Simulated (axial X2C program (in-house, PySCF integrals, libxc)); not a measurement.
# SmI⁺: the levels of the configuration f5 s1

Calculated with an axial X2C code built on PySCF integrals: two-component X2C with atomic mean-field Coulomb and Gaunt terms, basis Sm dyall-v3z, I dyall-v3z (cores contracted in-house). Orbitals come from Hartree–Fock averaged over the configuration Sm f5 s1; CI then distributes these electrons over the f, s shells of Sm.

R = 2.797 Å (near the minimum of the configuration average).

Active spinors (ω > 0):

```
shell    ω  ε (eV)           character
    f  5/2   -7.76           100% Sm f
    f  3/2   -7.67           100% Sm f
    f  1/2   -7.62           100% Sm f
    f  7/2   -7.31           100% Sm f
    f  5/2   -7.23           100% Sm f
    f  3/2   -7.17           100% Sm f
    f  1/2   -7.13           100% Sm f
    s  1/2   -8.01  60% Sm s, 35% Sm d
```

Lowest levels of this model:

| Ω | energy (cm⁻¹) | g∥ | configuration |
| --- | --- | --- | --- |
| 0 | 0 | 0.00 | 100% f5 s1 |
| 1 | 119 | 1.88 | 100% f5 s1 |
| 2 | 475 | 3.62 | 100% f5 s1 |
| 0 | 899 | 0.00 | 100% f5 s1 |
| 1 | 981 | 1.23 | 100% f5 s1 |
| 2 | 1134 | 1.64 | 100% f5 s1 |
| 3 | 1143 | 6.56 | 100% f5 s1 |
| 0 | 1864 | 0.00 | 100% f5 s1 |
| 1 | 1894 | 1.53 | 100% f5 s1 |
| 2 | 1930 | 3.53 | 100% f5 s1 |
| 3 | 2006 | 5.86 | 100% f5 s1 |
| 4 | 2081 | 9.65 | 100% f5 s1 |
| 0 | 2942 | 0.00 | 100% f5 s1 |
| 1 | 2959 | 2.05 | 100% f5 s1 |
| 2 | 2997 | 4.34 | 100% f5 s1 |
| 3 | 3042 | 6.82 | 100% f5 s1 |
| 4 | 3115 | 9.44 | 100% f5 s1 |
| 5 | 3241 | 12.73 | 100% f5 s1 |
| 0 | 4064 | 0.00 | 100% f5 s1 |
| 0 | 4144 | 0.00 | 100% f5 s1 |
| 3 | 4268 | 7.34 | 100% f5 s1 |
| 4 | 4332 | 10.03 | 100% f5 s1 |
| 5 | 4418 | 12.79 | 100% f5 s1 |
| 6 | 4573 | 15.78 | 100% f5 s1 |
| 0 | 5457 | 0.00 | 100% f5 s1 |
| 0 | 5482 | 0.00 | 100% f5 s1 |
| 4 | 5688 | 10.34 | 100% f5 s1 |
| 5 | 5778 | 13.14 | 100% f5 s1 |
| 6 | 5884 | 15.99 | 100% f5 s1 |
| 7 | 6027 | 18.83 | 100% f5 s1 |

g∥ is the magnitude of 2⟨Lz + ge Sz⟩ for the +Ω component.

This point took 8.7 s on 1 thread of Intel(R) Xeon(R) Processor @ 2.70GHz, on a shared host.

Dynamic correlation is missing, so gaps between terms are too wide and other configurations may lie lower; the lowest level listed is that of this model, not necessarily the ground state. At most 4 roots were kept for each Ω > 0 (twice that for Ω = 0) within 2.2 eV of the lowest, so higher up levels can be missing between those listed; levels with Ω > 0 are doubly degenerate and listed once, Ω = 0 levels singly.
